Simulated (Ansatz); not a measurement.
**Worked example: GaH2(CH3) + GeH2(GeH3)Cl → GaH2Cl + GeH2(CH3)(GeH3)**

Species: GaH2(CH3), singlet; GeH2(GeH3)Cl, singlet; GaH2Cl `[Cl][GaH2]`, singlet; GeH2(CH3)(GeH3), singlet. The partners trade CH3 for Cl: Ga–CH3 and Ge–Cl bonds give way to Ga–Cl and Ge–CH3.

Shapes, held fixed at every level: PBE0-D4/def2-TZVP. Programs: Ansatz 0.2.0. Electronic energies: no zero-point or thermal term.

At CCSD(T)/def2-TZVPP; 1 Eh = 2625.50 kJ/mol:

```
        species   energy (Eh)
      GaH2(CH3)  -1964.481514
   GeH2(GeH3)Cl  -4613.980521
         GaH2Cl  -2384.429188
GeH2(CH3)(GeH3)  -4194.055639
```

Work out ΔE of the reaction at this level.


1. Products less reactants: (-2384.429188) + (-4194.055639) − [(-1964.481514) + (-4613.980521)] = -0.022792 Eh = -59.8 kJ/mol.

Other levels give -66.5 (CCSD/def2-SVP) to -54.5 kJ/mol (PBE-D4/def2-TZVPP). No measured value is set beside it here. Relativity is left out for Ga, Ge. Outer-core shells of Ga, Ge are correlated, in sets that cover them unevenly.
